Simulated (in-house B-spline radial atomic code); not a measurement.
A radial electron density 4πr²n(r) was computed for an atom or ion in its tabulated ground configuration with an all-electron radial atomic-structure program (B-spline basis); method: Dirac-Hartree-Fock, average of configuration. Columns: r (bohr), 4πr²n(r) (electrons per bohr), bar.

```
 0.00139    2.077 #
 0.00168    2.891 ##
 0.00204    4.032 ##
 0.00248    5.595 ###
 0.00301    7.675 #####
 0.00365    10.41 ######
 0.00443    13.95 ########
 0.00537    18.39 ###########
 0.00652    23.85 ##############
 0.00791    30.23 ##################
  0.0096    37.31 ######################
  0.0116    44.44 ##########################
  0.0141    51.24 ##############################
  0.0172    56.55 ##################################
  0.0208    59.17 ###################################
  0.0253    58.84 ###################################
  0.0306    56.04 #################################
  0.0372    52.39 ###############################
  0.0451    50.77 ##############################
  0.0547    53.53 ################################
  0.0664    60.95 ####################################
  0.0806    69.69 #########################################
  0.0978    73.96 ############################################
   0.119    69.51 #########################################
   0.144    58.73 ###################################
   0.175    49.42 #############################
   0.212    49.17 #############################
   0.257    55.79 #################################
   0.312    58.61 ###################################
   0.379    49.42 #############################
    0.46    32.46 ###################
   0.558    19.09 ###########
   0.677    14.72 #########
   0.821    14.77 #########
   0.996    12.81 ########
    1.21    7.994 #####
    1.47    3.438 ##
    1.78    1.018 #
    2.16   0.1949 
    2.62  0.02339 
    3.18 0.001598 
    3.86 5.47e-05
```

Which atom or ion is it?
A. Pd9+
B. Ru8+
C. Pd8+
D. Rh8+

C. The area under the curve, ∫4πr²n dr = ∫r·4πr²n d(ln r) on this logarithmic grid, is 38 electrons, which only this option has. The configuration is [Kr] 4d2.
